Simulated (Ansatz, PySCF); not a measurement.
Process, species as SMILES: OCl (HOCl) → [OH] (HO) + Cl atom (the Cl-O bond at the site shown breaks; other sites are not compared here)
Structures are relaxed separately at B3LYP-D3(BJ)/def2-TZVP in Ansatz (an electronic-structure program).

Quantity: bond dissociation energy (enthalpy at 298 K, with B3LYP-D3(BJ) rigid-rotor harmonic-oscillator terms from PySCF), in kcal/mol. Cores are frozen in the correlated levels unless marked. UHF or UKS for open shells. Spin-orbit coupling is left out. No relativistic terms. Basis-set limits of correlation are two-point, X^-3; Hartree-Fock from the larger set.

```
level                                                program  bond dissociation energy (kcal/mol)
--------------------------------------------  --------------  -----------------------------------
PBE0/def2-SVP                                         Ansatz                                 52.5
PBE0-D4/def2-TZVPD                            Ansatz + dftd4                                 55.5
LC-wPBE/def2-TZVPD                                    Ansatz                                  [?]
SCS-MP2/aug-cc-pV(D+d)Z                               Ansatz                                 50.4
SCS-MP2/def2-TZVPPD                                   Ansatz                                 55.5
CCSD/def2-TZVPP                                       Ansatz                                 47.8
CCSD(T)/CBS(aug-cc-pV(T+d)Z,aug-cc-pV(Q+d)Z)          Ansatz                                  [?]
```

Some entries are withheld; supply them.


- LC-wPBE/def2-TZVPD, bond dissociation energy (kcal/mol): 52.9
- CCSD(T)/CBS(aug-cc-pV(T+d)Z,aug-cc-pV(Q+d)Z), bond dissociation energy (kcal/mol): 56.9
